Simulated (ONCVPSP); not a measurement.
## sulfur (S): excitation energies, all-electron against ONCV

```json
{
  "Element": "S (Z = 16)",
  "Generator": "ONCVPSP 4.0.1",
  "Type": "optimised norm-conserving Vanderbilt (ONCV)",
  "Functional": "PBE",
  "Relativity": "scalar-relativistic",
  "Frozen core": "[Ne]",
  "Valence charge": "6",
  "Reference configuration": "3s1 3p5",
  "Partial waves": "3s: rc 1.40 bohr, ncon 3, nbas 8, qcut 5.5 1/bohr, 1 projector; 3p: rc 1.80 bohr, ncon 4, nbas 8, qcut 5.5 1/bohr, 2 projectors, debl 3.9 Ha; d scattering state at 0.04 Ha: rc 1.35 bohr, ncon 3, nbas 6, qcut 7.9 1/bohr, 2 projectors, debl 3.8 Ha",
  "Local potential": "polynomial inside 0.90 bohr (lpopt 5, dvloc0 4 Ha)",
  "Core correction": "Teter function, fcfact 4.5, rcfact 1.15"
}
```

Energies are relative to the spin-unpolarised reference configuration 3s1 3p5; without spin polarisation the order of configurations can differ from experiment.

| valence configuration | charge | ΔE all-electron (eV) | error AE − PS (meV) |
| --- | --- | --- | --- |
| 3s2 3p4 | 0 | -10.311 | +1.3 |
| 3s2 3p2 | +2 | 23.742 | +5.0 |
| 3s1 3p4 | +1 | 12.337 | +0.2 |

Q: What are ΔE and the potential's error for 3s2 3p3?

A: ΔE = 1.458 eV all-electron; the error (AE − PS) is -0.8 meV.
